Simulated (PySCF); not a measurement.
C₃H₄BFO₂, SMILES FB1C=COCO1. Atoms are numbered in the order given.

```xyz
11

F      0.2456     2.2829    -0.4508
B      0.1449     1.0033    -0.1184
C      1.3342     0.0629     0.1282
C      1.0258    -1.2470     0.0271
O     -0.2346    -1.7049    -0.0238
C     -1.2017    -0.8058     0.4650
O     -1.1110     0.4627    -0.0946
H      2.3843     0.3554     0.1573
H      1.7507    -2.0631    -0.0650
H     -2.1783    -1.2399     0.2168
H     -1.0772    -0.7382     1.5648
```
Charge 0, spin multiplicity 1.

Geometry optimised at PBE0-D3(BJ)/def2-SVP. The structure was generated by enumeration, and PubChem lists no compound with its InChIKey, so it may never have been made. The values are those of a single conformer.

Method: PBE0-D3(BJ)/def2-SVP (PySCF 2.14.0).

Frequencies are harmonic and unscaled.

Task: Give all harmonic wavenumbers and intensities. (The exact figures need the calculation; the answer reports its results.)

Result: 
| mode | ν (cm⁻¹) | IR (km/mol) | Raman (Å⁴/amu) | depolarisation | moving atoms (share of kinetic energy) |
|---|---|---|---|---|---|
| 1 | 153 | 0.7 | 0.8 | 0.73 | O 42 %, F 28 %, C 20 % |
| 2 | 247 | 3.4 | 1.5 | 0.72 | C 36 %, H 36 %, O 27 % |
| 3 | 355 | 11.5 | 2.9 | 0.74 | C 29 %, H 26 %, O 21 %, F 17 % |
| 4 | 380 | 2.0 | 1.7 | 0.62 | F 27 %, O 24 %, C 22 %, B 14 %, H 13 % |
| 5 | 473 | 1.7 | 1.7 | 0.56 | F 36 %, O 31 %, C 19 %, B 12 % |
| 6 | 572 | 5.1 | 3.7 | 0.72 | O 48 %, C 43 % |
| 7 | 688 | 42.3 | 0.5 | 0.73 | B 66 %, C 17 % |
| 8 | 765 | 11.3 | 5.3 | 0.05 | C 38 %, O 27 %, F 22 %, H 10 % |
| 9 | 805 | 51.7 | 1.5 | 0.75 | H 74 %, C 20 % |
| 10 | 876 | 4.4 | 5.1 | 0.23 | C 43 %, O 41 %, H 15 % |
| 11 | 989 | 31.0 | 6.5 | 0.16 | C 47 %, H 36 %, O 17 % |
| 12 | 1006 | 4.9 | 1.3 | 0.65 | H 68 %, C 31 % |
| 13 | 1071 | 26.4 | 4.8 | 0.75 | H 40 %, C 31 %, O 27 % |
| 14 | 1137 | 27.5 | 0.5 | 0.56 | C 37 %, H 31 %, O 29 % |
| 15 | 1177 | 92.6 | 1.4 | 0.65 | C 36 %, H 25 %, O 20 %, B 18 % |
| 16 | 1205 | 12.9 | 8.1 | 0.52 | H 45 %, C 27 %, B 15 %, O 12 % |
| 17 | 1312 | 27.2 | 5.1 | 0.68 | H 89 % |
| 18 | 1338 | 81.9 | 7.0 | 0.55 | H 68 %, O 13 %, B 9 % |
| 19 | 1401 | 287.8 | 6.6 | 0.20 | B 39 %, H 21 %, C 18 %, O 15 % |
| 20 | 1468 | 192.6 | 1.5 | 0.72 | H 45 %, B 24 %, C 23 % |
| 21 | 1490 | 160.3 | 4.2 | 0.75 | H 46 %, B 25 %, C 19 % |
| 22 | 1506 | 49.8 | 6.0 | 0.75 | H 74 %, B 12 % |
| 23 | 1678 | 300.5 | 18.1 | 0.08 | C 85 %, H 9 % |
| 24 | 3014 | 67.4 | 106.5 | 0.17 | H 94 % |
| 25 | 3177 | 21.2 | 103.5 | 0.42 | H 91 %, C 9 % |
| 26 | 3205 | 8.0 | 107.4 | 0.36 | H 91 %, C 9 % |
| 27 | 3251 | 0.0 | 111.3 | 0.23 | H 91 %, C 9 % |
